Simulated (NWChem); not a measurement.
System: K, doublet

The following NWChem deck was run.

```
start job
memory heap 200 mb stack 900 mb global 1100 mb
geometry units angstroms noautoz
  K      0.000000     0.000000     0.000000
end
basis spherical
  * library def2-svp
end
dft
  odft
  mult 2
  xc becke97-2
  iterations 150
  mulliken
end
task dft energy
```

NWChem printed, in part:

```
             Northwest Computational Chemistry Package (NWChem) 7.3.0
             --------------------------------------------------------

                             Geometry "geometry" -> ""
                             -------------------------

 Output coordinates in angstroms (scale by  1.889725989 to convert to a.u.)

  No.       Tag          Charge          X              Y              Z
 ---- ---------------- ---------- -------------- -------------- --------------
    1 K                   19.0000     0.00000000     0.00000000     0.00000000

 Effective nuclear repulsion energy (a.u.)       0.0000000000

                                 NWChem DFT Module
                                 -----------------

 Summary of "ao basis" -> "ao basis" (spherical)
 ------------------------------------------------------------------------------
       Tag                 Description            Shells   Functions and Types
 ---------------- ------------------------------  ------  ---------------------
 K                          def2-svp                10       24   5s3p2d

            General Information
            -------------------
          SCF calculation type: DFT
          Wavefunction type:  spin polarized.
          No. of atoms     :     1
          No. of electrons :    19
           Alpha electrons :    10
            Beta electrons :     9
          Charge           :     0
          Spin multiplicity:     2
          Use of symmetry is: off; symmetry adaption is: off
          Maximum number of iterations: 150
          AO basis - number of functions:    24
                     number of shells:    10
          Convergence on energy requested:  1.00D-06
          Convergence on density requested:  1.00D-05
          Convergence on gradient requested:  5.00D-04

              XC Information
              --------------
                   Becke 97-2 Method XC Functional
                     Hartree-Fock (Exact) Exchange  0.210
                 Becke 1997-2  Exchange Functional  1.000
                Becke 1997-2 Correlation Potential  1.000

             Grid Information
             ----------------
          Grid used for XC integration:  medium
          Radial quadrature: Mura-Knowles
          Angular quadrature: Lebedev.
          Tag              B.-S. Rad. Rad. Pts. Rad. Cut. Ang. Pts.
          ---              ---------- --------- --------- ---------
          K                   2.20      112          14.0       590
          Grid pruning is: on
          Number of quadrature shells:   112
          Spatial weights used:  Erf1

      Superposition of Atomic Density Guess
      -------------------------------------

 Sum of atomic energies:        -599.07737191

      Non-variational initial energy
      ------------------------------

 Total energy =    -599.034647
 1-e energy   =    -823.613740
 2-e energy   =     224.579094
 HOMO         =      -0.062715
 LUMO         =       0.054030

     ---------------------------------------------
      Total Density - Mulliken Population Analysis
     ---------------------------------------------

    Atom       Charge   Shell Charges
 -----------   ------   -------------------------------------------------------
    1 K   19    19.00   2.00  2.00  2.00  0.62  0.39  6.00  5.99  0.01  0.00  0.00

     --------------------------------------------
      Spin Density - Mulliken Population Analysis
     --------------------------------------------

    Atom       Charge   Shell Charges
 -----------   ------   -------------------------------------------------------
    1 K   19     1.00   0.00  0.00  0.00  0.61  0.39  0.00  0.00  0.00  0.00  0.00

   convergence    iter        energy       DeltaE   RMS-Dens  Diis-err
 ---------------- ----- ----------------- --------- --------- ---------
 d= 0,ls=0.0,diis     1   -599.8857623153 -6.00D+02  1.97D-02  1.17D-03
                                                     8.81D-04  1.39D-03
 d= 0,ls=0.0,diis     2   -599.8877262251 -1.96D-03  4.05D-03  2.14D-05
                                                     1.06D-04  2.70D-06
 d= 0,ls=0.0,diis     3   -599.8877842923 -5.81D-05  8.00D-04  5.84D-07
                                                     1.73D-05  8.26D-07
 d= 0,ls=0.0,diis     4   -599.8877864760 -2.18D-06  1.49D-04  1.91D-08
                                                     1.34D-06  3.48D-09
 d= 0,ls=0.0,diis     5   -599.8877865329 -5.70D-08  1.48D-06  2.98D-12
                                                     6.42D-07  8.79D-10

         Total DFT energy =     -599.887786532943
      One electron energy =     -823.726572490331
           Coulomb energy =      257.325648621834
    Exchange-Corr. energy =      -33.486862664445
 Nuclear repulsion energy =        0.000000000000

 Numeric. integr. density =       19.000000002222

                    DFT Final Alpha Molecular Orbital Analysis
                    ------------------------------------------

 Vector    8  Occ=1.000000D+00  E=-7.732516D-01
              MO Center=  1.9D-16,  6.4D-17,  1.3D-16, r^2= 6.8D-01
   Bfn.  Coefficient  Atom+Function         Bfn.  Coefficient  Atom+Function
  ----- ------------  ---------------      ----- ------------  ---------------
    10      0.841459  1 K  py                 9     -0.530615  1 K  px
    11     -0.331174  1 K  pz                 7     -0.268211  1 K  py
     6      0.169131  1 K  px                 8      0.105560  1 K  pz

 Vector    9  Occ=1.000000D+00  E=-7.732516D-01
              MO Center=  5.1D-17,  4.2D-17,  8.1D-17, r^2= 6.8D-01
   Bfn.  Coefficient  Atom+Function         Bfn.  Coefficient  Atom+Function
  ----- ------------  ---------------      ----- ------------  ---------------
     9      0.837544  1 K  px                10      0.602086  1 K  py
     6     -0.266963  1 K  px                 7     -0.191912  1 K  py
    11      0.187869  1 K  pz                 8     -0.059882  1 K  pz

 Vector   10  Occ=1.000000D+00  E=-9.835628D-02
              MO Center=  2.3D-15,  2.3D-15,  3.2D-15, r^2= 8.7D+00
   Bfn.  Coefficient  Atom+Function         Bfn.  Coefficient  Atom+Function
  ----- ------------  ---------------      ----- ------------  ---------------
     4      0.951058  1 K  s                  3     -0.380636  1 K  s
     5      0.126554  1 K  s                  2      0.070063  1 K  s

 Vector   11  Occ=0.000000D+00  E=-7.817792D-03
              MO Center= -6.6D-15,  2.5D-15, -3.1D-15, r^2= 8.7D+00
   Bfn.  Coefficient  Atom+Function         Bfn.  Coefficient  Atom+Function
  ----- ------------  ---------------      ----- ------------  ---------------
    14      0.880037  1 K  pz                13     -0.543212  1 K  py
    11     -0.238694  1 K  pz                10      0.147336  1 K  py
     8      0.064567  1 K  pz                 7     -0.039855  1 K  py
    12      0.028187  1 K  px

 Vector   12  Occ=0.000000D+00  E=-7.817792D-03
              MO Center= -5.3D-15, -6.1D-16, -2.6D-15, r^2= 8.7D+00
   Bfn.  Coefficient  Atom+Function         Bfn.  Coefficient  Atom+Function
  ----- ------------  ---------------      ----- ------------  ---------------
    12      0.996788  1 K  px                 9     -0.270360  1 K  px
    13     -0.220343  1 K  py                14     -0.167935  1 K  pz
     6      0.073133  1 K  px                10      0.059764  1 K  py
    11      0.045549  1 K  pz

 Vector   13  Occ=0.000000D+00  E=-7.817792D-03
              MO Center= -1.9D-16, -7.3D-15, -1.2D-15, r^2= 8.7D+00
   Bfn.  Coefficient  Atom+Function         Bfn.  Coefficient  Atom+Function
  ----- ------------  ---------------      ----- ------------  ---------------
    13      0.852472  1 K  py                14      0.517370  1 K  pz
    12      0.275606  1 K  px                10     -0.231217  1 K  py
    11     -0.140327  1 K  pz                 9     -0.074753  1 K  px
     7      0.062544  1 K  py                 8      0.037959  1 K  pz

                     DFT Final Beta Molecular Orbital Analysis
                     -----------------------------------------

 Vector    7  Occ=1.000000D+00  E=-7.728121D-01
              MO Center= -2.1D-16, -5.6D-17,  2.7D-16, r^2= 6.8D-01
   Bfn.  Coefficient  Atom+Function         Bfn.  Coefficient  Atom+Function
  ----- ------------  ---------------      ----- ------------  ---------------
    10      0.791788  1 K  py                11     -0.610699  1 K  pz
     9      0.318739  1 K  px                 7     -0.252325  1 K  py
     8      0.194616  1 K  pz                 6     -0.101575  1 K  px

 Vector    8  Occ=1.000000D+00  E=-7.728121D-01
              MO Center= -3.0D-16, -6.9D-16, -6.6D-16, r^2= 6.8D-01
   Bfn.  Coefficient  Atom+Function         Bfn.  Coefficient  Atom+Function
  ----- ------------  ---------------      ----- ------------  ---------------
    11      0.853256  1 K  pz                10      0.576350  1 K  py
     8     -0.271914  1 K  pz                 9      0.203101  1 K  px
     7     -0.183670  1 K  py                 6     -0.064724  1 K  px

 Vector    9  Occ=1.000000D+00  E=-7.728121D-01
              MO Center= -2.3D-16,  9.0D-17, -3.1D-16, r^2= 6.8D-01
   Bfn.  Coefficient  Atom+Function         Bfn.  Coefficient  Atom+Function
  ----- ------------  ---------------      ----- ------------  ---------------
     9      0.979097  1 K  px                10     -0.377318  1 K  py
     6     -0.312016  1 K  px                 7      0.120243  1 K  py

 Vector   10  Occ=0.000000D+00  E= 1.120167D-01
              MO Center= -9.9D-16,  1.4D-16,  4.1D-16, r^2= 1.6D+01
   Bfn.  Coefficient  Atom+Function         Bfn.  Coefficient  Atom+Function
  ----- ------------  ---------------      ----- ------------  ---------------
     4      2.148860  1 K  s                  5     -1.590208  1 K  s
     3     -0.471620  1 K  s                  2      0.082544  1 K  s
     1     -0.028858  1 K  s

 Vector   11  Occ=0.000000D+00  E= 1.895748D-01
              MO Center=  1.7D-14,  8.8D-15,  5.2D-15, r^2= 2.3D+01
   Bfn.  Coefficient  Atom+Function         Bfn.  Coefficient  Atom+Function
  ----- ------------  ---------------      ----- ------------  ---------------
     5      1.356938  1 K  s                  4     -0.428591  1 K  s
     3     -0.122147  1 K  s                  2      0.025847  1 K  s

 Vector   12  Occ=0.000000D+00  E= 2.177509D-01
              MO Center= -2.4D-16, -7.9D-15,  2.9D-15, r^2= 3.4D+00
   Bfn.  Coefficient  Atom+Function         Bfn.  Coefficient  Atom+Function
  ----- ------------  ---------------      ----- ------------  ---------------
    22      0.500916  1 K  d  0              24      0.473088  1 K  d  2
    17      0.329399  1 K  d  0              19      0.311100  1 K  d  2

     ---------------------------------------------
      Total Density - Mulliken Population Analysis
     ---------------------------------------------

    Atom       Charge   Shell Charges
 -----------   ------   -------------------------------------------------------
    1 K   19    19.00   2.00  2.00  2.00  0.89  0.11  6.00  6.00  0.00  0.00  0.00

     --------------------------------------------
      Spin Density - Mulliken Population Analysis
     --------------------------------------------

    Atom       Charge   Shell Charges
 -----------   ------   -------------------------------------------------------
    1 K   19     1.00   0.00  0.00  0.00  0.89  0.11 -0.00 -0.00  0.00 -0.00  0.00

     -------------------------------------------
      Total Density - Lowdin Population Analysis
     -------------------------------------------

    Atom       Charge   Shell Charges
 -----------   ------   -------------------------------------------------------
    1 K   19    19.00   2.00  2.00  1.96  0.71  0.33  6.00  5.90  0.11  0.00  0.00

     ------------------------------------------
      Spin Density - Lowdin Population Analysis
     ------------------------------------------

    Atom       Charge   Shell Charges
 -----------   ------   -------------------------------------------------------
    1 K   19     1.00   0.00  0.00  0.03  0.64  0.32 -0.00 -0.00  0.00  0.00  0.00

   alpha - beta orbital overlaps
   -----------------------------

   alpha      1      2      3      4      5      6      7      8      9     10
    beta      1      2      3      4      5      6      8      9      8     11
 overlap   1.000  1.000  0.907  0.732  0.789  1.000  0.783  0.767  0.616  0.799

   alpha     11     12     13     14     15     16     17     18     19     20
    beta     17     18     19     10     12     13     14     16     15     21
 overlap   0.840  0.911  0.925  0.799  0.937  0.947  0.787  0.710  0.835  0.846

   alpha     21     22     23     24
    beta     22     20     23     24
 overlap   0.861  0.870  0.745  0.761

     --------------------------
     Expectation value of S2:
     --------------------------
      <S2> =      0.7500 (Exact =     0.7500)
```

Level: B97-2/def2-SVP, spin-unrestricted. No stability test was run on the SCF state.
